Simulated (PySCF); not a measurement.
2-silylpropan-2-ol (C₃H₁₀OSi), SMILES OC([SiH3])(C)C. Geometry optimised at B3LYP-D3(BJ)/def2-SVP. The values are those of a single conformer.

Computed equilibrium geometry at B3LYP-D3(BJ)/def2-SVP (PySCF confirms it by a frequency run) as bond lengths and angles, and its point group (one conformer of several):
point group Cs.
Atoms: C1 C2 C3 O4 Si5 H6 H7 H8 H9 H10 H11 H12 H13 H14 H15. Bond lengths (Å): C1–C2 1.532, C1–H6 1.106, C1–H7 1.102, C1–H8 1.101, C2–C3 1.532, C2–O4 1.433, C2–Si5 1.918, C3–H9 1.102, C3–H10 1.106, C3–H11 1.101, O4–H12 0.969, Si5–H13 1.490, Si5–H14 1.495, Si5–H15 1.490. Bond angles (°): C2–C1–H6 110.0, C2–C1–H7 111.9, C2–C1–H8 110.9, H6–C1–H7 107.4, H6–C1–H8 107.8, H7–C1–H8 108.6, C1–C2–C3 111.0, C1–C2–O4 110.2, C1–C2–Si5 111.1, C3–C2–O4 110.2, C3–C2–Si5 111.1, O4–C2–Si5 103.0, C2–C3–H9 111.9, C2–C3–H10 110.0, C2–C3–H11 110.9, H9–C3–H10 107.4, H9–C3–H11 108.6, H10–C3–H11 107.8, C2–O4–H12 108.0, C2–Si5–H13 109.9, C2–Si5–H14 109.5, C2–Si5–H15 109.9, H13–Si5–H14 108.9, H13–Si5–H15 109.8, H14–Si5–H15 108.9.
